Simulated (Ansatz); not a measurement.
Relaxation of AlCl₂FH₂O (7 atoms, charge 0, multiplicity 1), to a largest force component of 0.03 eV/Å in at most 50 steps.

These are results of RHF/def2-SVP in Ansatz, not measurements.

```xyz
7
Properties=species:S:1:pos:R:3
Al -0.047 -0.222 -0.012
O -0.039 -0.241 1.728
H -0.807 -0.481 2.224
Cl 1.744 -0.479 -1.040
Cl -1.872 -0.136 -1.019
F 0.386 2.427 1.034
H 0.433 1.913 1.786
```

Question: Where does it end, and by what steps?

Answer: The run converged. After 12 steps the energy has fallen by 0.404 eV; F6 moved furthest, 0.55 Å. Joined: Al1–F6 (2.88 → 2.00 Å).

```json
{"step": "0", "energy less start (eV)": "0.0000", "largest force component (eV/Å)": "1.216", "accepted": "yes"}
{"step": "1", "energy less start (eV)": "-0.1149", "largest force component (eV/Å)": "0.690", "accepted": "yes"}
{"step": "2", "energy less start (eV)": "-0.2603", "largest force component (eV/Å)": "0.530", "accepted": "yes"}
{"step": "3", "energy less start (eV)": "-0.3293", "largest force component (eV/Å)": "0.480", "accepted": "yes"}
{"step": "4", "energy less start (eV)": "-0.3613", "largest force component (eV/Å)": "0.392", "accepted": "yes"}
{"step": "5", "energy less start (eV)": "-0.3731", "largest force component (eV/Å)": "0.308", "accepted": "yes"}
{"step": "6", "energy less start (eV)": "-0.3676", "largest force component (eV/Å)": "0.983", "accepted": "no"}
{"step": "7", "energy less start (eV)": "-0.3840", "largest force component (eV/Å)": "0.213", "accepted": "yes"}
{"step": "8", "energy less start (eV)": "-0.3965", "largest force component (eV/Å)": "0.092", "accepted": "yes"}
{"step": "9", "energy less start (eV)": "-0.3984", "largest force component (eV/Å)": "0.195", "accepted": "yes"}
{"step": "10", "energy less start (eV)": "-0.4035", "largest force component (eV/Å)": "0.039", "accepted": "yes"}
{"step": "11", "energy less start (eV)": "-0.4035", "largest force component (eV/Å)": "0.046", "accepted": "no"}
{"step": "12", "energy less start (eV)": "-0.4037", "largest force component (eV/Å)": "0.010", "accepted": "yes"}
```

```xyz
7
Properties=species:S:1:pos:R:3
Al -0.048 0.119 0.107
O -0.198 -0.051 1.806
H -0.411 -0.768 2.375
Cl 1.725 -0.514 -0.826
Cl -1.793 0.234 -1.057
F 0.316 1.992 0.701
H 0.207 1.770 1.597
```

Whether the end is a true minimum wasn't checked by a vibrational analysis.

Time of the run: 45 s on 1 thread of Arm Neoverse N1, on a shared host, peak memory 0.17 GiB.
